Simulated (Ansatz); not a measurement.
`[NH2][W](=[S])(=[S])[Cl]` + CH₄ → `[CH3][W](=[S])(=[S])[Cl]` + NH₃ at 500 K and 1 bar (formal exchange of groups at a W–N bond).

Computed with Ansatz on PBE0-D4/def2-TZVP structures; ΔE is electronic, products minus reactants. CCSD(T)/CBS is the MP2 limit (def2-TZVPP, def2-QZVPP) plus CCSD(T) − MP2 in def2-TZVPP, frozen cores. This one scheme is used for every species. Elements past krypton have def2 core potentials. For W outer-core shells are correlated without core-valence functions, which leaves a few kJ/mol of doubt a bond. Each species was taken in one conformer, which may not be the lowest.

| species | CCSD(T)/CBS energy (Eh) | H − E (kJ/mol) | S (J/(mol·K)) |
| --- | --- | --- | --- |
| `[NH2][W](=[S])(=[S])[Cl]` | -1378.37860 | 125.8 | 429.9 |
| CH₄ | -40.46206 | 135.6 | 206.8 |
| `[CH3][W](=[S])(=[S])[Cl]` | -1362.29591 | 153.1 | 441.7 |
| NH₃ | -56.50880 | 108.2 | 211.8 |

H − E and S are ideal-gas, rigid-rotor, harmonic terms from PBE0-D4/def2-TZVP, for one conformer and one mirror image of each species. 1 Eh = 2625.50 kJ/mol, R = 8.31446 J/(mol·K).

By hand: ΔE, ΔH, ΔS and ΔG.

ΔE = (-1362.29591) + (-56.50880) − (-1378.37860) − (-40.46206) = 0.03595 Eh = 94.4 kJ/mol. Δ(H − E) = 153.1 + 108.2 − 125.8 − 135.6 = -0.1, so ΔH = 94.3 kJ/mol. ΔS = 441.7 + 211.8 − 429.9 − 206.8 = 16.8 J/(mol·K). ΔG = 94.3 − 500 × (16.8)/1000 = 85.9 kJ/mol.

By hand: the equilibrium constant, and the temperature at which ΔG would vanish if ΔH and ΔS stayed fixed.

log₁₀ K = −ΔG/(RT ln 10) = -9.0. ΔG = 0 at ΔH/ΔS = 5613 K, far beyond where these terms or the molecules hold.

ΔH outweighs TΔS. A doubt of 5 kJ/mol in ΔE shifts log₁₀ K by 0.5 here. Other conformers and mirror images would add mixing entropy, several J/(mol·K) or more a flexible species. These are equilibria of isolated gas molecules and say nothing of rates. Largest T1 diagnostic: 0.022 (customary marks: 0.02 for closed shells, 0.045 for open ones).
